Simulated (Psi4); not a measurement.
borazine (H₆B₃N₃), singlet, geometry from GFN2-xTB; MP2/STO-3G (Psi4 1.11).

The Psi4 input:
```
memory 2 GB

molecule mol {
0 1
B 
N  1 1.416986
B  2 1.416986 1 123.089480
N  3 1.416986 2 116.910520 1 -0.000000
B  4 1.416986 3 123.089480 2 0.000001
N  1 1.416986 2 116.910520 3 -0.000000
H  1 1.175219 6 121.544741 5 180.000000
H  2 1.008394 3 118.455260 4 -180.000000
H  3 1.175219 2 121.544740 8 -0.000000
H  4 1.008394 3 118.455260 9 -0.000000
H  5 1.175219 6 121.544741 1 180.000000
H  6 1.008394 1 118.455260 7 -0.000001
}

set basis sto-3g
set reference rhf

energy('mp2')
print_variables()
```

What the program printed (banner, timings and long lists left out):

```
    SCF Algorithm Type (re)set to DF.

   => Loading Basis Set <=

    Name: STO-3G
    Role: ORBITAL
    Keyword: BASIS

         ---------------------------------------------------------
                                   SCF
               by Justin Turney, Rob Parrish, Andy Simmonett
                          and Daniel G. A. Smith
                              RHF Reference
         ---------------------------------------------------------

  ==> Geometry <==

    Molecular point group: c1
    Full point group: C1

    Geometry (in Angstrom), charge = 0, multiplicity = 1:

       Center              X                  Y                   Z               Mass
    ------------   -----------------  -----------------  -----------------  -----------------
         B           -0.000000002462     1.225956836209    -0.752584737889    11.009305360000
         N           -0.000000002462     1.225956836209     0.664401262111    14.003074004430
         B           -0.000000002462     0.038779083008     1.438002132393    11.009305360000
         N           -0.000000002462    -1.188366789799     0.729509132393    14.003074004430
         B            0.000000018258    -1.264735919252    -0.685417395828    11.009305360000
         N           -0.000000002462    -0.037590046445    -1.393910395828    14.003074004430
         H           -0.000000019943     2.227515975348    -1.367417226270     1.007825032230
         H           -0.000000002462     2.112526191394     1.144873152738     1.007825032230
         H           -0.000000002462     0.070460087952     2.612794033917     1.007825032230
         H           -0.000000002462    -2.047752330479     1.257064770887     1.007825032230
         H            0.000000017705    -2.297976062378    -1.245376773458     1.007825032230
         H           -0.000000033409    -0.064773860951    -2.401937924949     1.007825032230

  Running in c1 symmetry.

  Rotational constants: A =      0.17920  B =      0.17920  C =      0.08960 [cm^-1]
  Rotational constants: A =   5372.35661  B =   5372.35659  C =   2686.17830 [MHz]
  Nuclear repulsion =  199.633310725651825

  Charge       = 0
  Multiplicity = 1
  Electrons    = 42
  Nalpha       = 21
  Nbeta        = 21

  ==> Algorithm <==

  SCF Algorithm Type is DF.
  DIIS enabled.
  MOM disabled.
  Fractional occupation disabled.
  Guess Type is SAD.
  Energy threshold   = 1.00e-08
  Density threshold  = 1.00e-08
  Integral threshold = 1.00e-12

  ==> Primary Basis <==

[...]
  @DF-RHF Final Energy:  -238.14795599788857
    Total Energy =                       -238.1479559978885732
[...]

  //>>>>>>>>>>>>>>>>>>>>>>>>>>>>>>>>>>>//
  //               DFMP2               //
  //<<<<<<<<<<<<<<<<<<<<<<<<<<<<<<<<<<<//

   => Loading Basis Set <=

    Name: (STO-3G AUX)
    Role: RIFIT
    Keyword: DF_BASIS_MP2

	 --------------------------------------------------------
	                          DF-MP2
	      2nd-Order Density-Fitted Moller-Plesset Theory

	        Rob Parrish, Justin Turney, Andy Simmonett,
	           Ed Hohenstein, and C. David Sherrill
	 --------------------------------------------------------

   => Auxiliary Basis Set <=

  Basis Set: (STO-3G AUX)
    Blend: DEF2-SVP-RI
    Number of shells: 132
    Number of basis functions: 372
    Number of Cartesian functions: 420
    Spherical Harmonics?: true
    Max angular momentum: 3

	 --------------------------------------------------------
	                 NBF =    36, NAUX =   372
	 --------------------------------------------------------
	   CLASS    FOCC     OCC    AOCC    AVIR     VIR    FVIR
	   PAIRS       0      21      21      15      15       0
	 --------------------------------------------------------

	-----------------------------------------------------------
	 ==================> DF-MP2 Energies <====================
	-----------------------------------------------------------
	 Reference Energy          =    -238.1479559978885732 [Eh]
	 Singles Energy            =      -0.0000000000000000 [Eh]
	 Same-Spin Energy          =      -0.0510036969227566 [Eh]
	 Opposite-Spin Energy      =      -0.2179570194236377 [Eh]
	 Correlation Energy        =      -0.2689607163463943 [Eh]
	 Total Energy              =    -238.4169167142349579 [Eh]
	-----------------------------------------------------------
	 ================> DF-SCS-MP2 Energies <==================
	-----------------------------------------------------------
	 SCS Same-Spin Scale       =       0.3333333333333333 [-]
	 SCS Opposite-Spin Scale   =       1.2000000000000000 [-]
	 SCS Same-Spin Energy      =      -0.0170012323075855 [Eh]
	 SCS Opposite-Spin Energy  =      -0.2615484233083653 [Eh]
	 SCS Correlation Energy    =      -0.2785496556159508 [Eh]
	 SCS Total Energy          =    -238.4265056535045346 [Eh]
	-----------------------------------------------------------

  Variable Map:
  ----------------------------------------------------------------------------
[...]
  Array Variable Map:
  ----------------------------------------------------------------------------
[...]
[...]
```
